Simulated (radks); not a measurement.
Problem. Species: Ce. Configuration: [Xe] 4f1 5d1 6s2 (the NIST ground configuration). Method: scalar-relativistic Kohn-Sham, Slater X-alpha with alpha = 0.572, spin-unpolarised, spherical densities, finite nucleus; Fermi nuclear charge, rms radius 4.8771 fm; computed with a radial shooting solver on a logarithmic mesh with Libxc functionals. Some entries of the table are withheld. Estimate them.

| orbital | occ. | eigenvalue (eV) | <r> (bohr) |
|---|---|---|---|
| 1s | 2 | -40144.64 | 0.02461 |
| 2s | 2 | -6414.610 | 0.1054 |
| 2p | 6 | -5744.566 | 0.09253 |
| 3s | 2 | -1375.044 | 0.2797 |
| 3p | 6 | -1162.254 | (1) |
| 3d | 10 | -859.0083 | 0.2546 |
| 4s | 2 | -274.8325 | 0.6398 |
| 4p | 6 | -205.5053 | 0.6781 |
| 4d | 10 | -105.8551 | 0.7499 |
| 5s | 2 | -38.1896 | 1.527 |
| 5p | 6 | -21.0107 | (2) |
| 6s | 2 | -2.6963 | 4.538 |
| 4f | 1 | -2.3616 | 1.166 |
| 5d | 1 | -1.5884 | 3.205 |

Solution. 
(1) 3p <r> (bohr): 0.2777
(2) 5p <r> (bohr): 1.782
